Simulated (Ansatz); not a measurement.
Isolated molecules relaxed with PBE0-D4/def2-TZVP in Ansatz; ΔE leaves out vibrations. CBS: MP2 limit from def2 TZ/QZ plus the TZ coupled-cluster correction, frozen cores. This one scheme is used for every species. Functionals use def2-TZVPP. For Se outer-core shells are correlated without core-valence functions, which leaves a few kJ/mol of doubt a bond. Scalar relativity is left out up to krypton. One conformer a species, not always the lowest.

`CO[SiH](C)[SeH]` + `F[SiH2]Cl` → `Cl[SiH2][SeH]` + `CO[SiH](C)F`  (redistribution)

Is it downhill or uphill in electronic energy at CCSD(T)/CBS, and by how much? (Best estimate.)

Ansatz gave: Downhill: ΔE = -4.7 kJ/mol.

What do these levels give: PBE-D4, r2SCAN-D4, PBE0-D4, ωB97X-V, ωB97M-V, B2PLYP, PBE, MP2/def2-TZVPP, CCSD/def2-TZVPP, CCSD(T)/def2-TZVPP, MP2/def2-QZVPP, CCSD/CBS(def2)? (An estimate is asked.)

The calculation gave: PBE-D4 -4.3, r2SCAN-D4 -5.2, PBE0-D4 -5.6, ωB97X-V -5.9, ωB97M-V -5.5, B2PLYP -6.3, PBE -6.5, MP2/def2-TZVPP -2.3, CCSD/def2-TZVPP -5.7, CCSD(T)/def2-TZVPP -4.3, MP2/def2-QZVPP -2.5, CCSD/CBS(def2) -6.1 kJ/mol.

Largest T1 diagnostic among the species: 0.011.

In def2-TZVPP, CCSD(T) changes the Hartree–Fock value by +6.4 kJ/mol (the triples alone add +1.4 kJ/mol) and MP2 by +8.3 kJ/mol. The D4 term adds +3.4 kJ/mol with B3LYP and +2.1 kJ/mol with PBE0; it sums over pairs of atoms, weighted by their polarisabilities, and B3LYP, whose exchange is more repulsive, gets the larger term.

B3LYP here is the variant with VWN-RPA as its local correlation; programs differ in this.
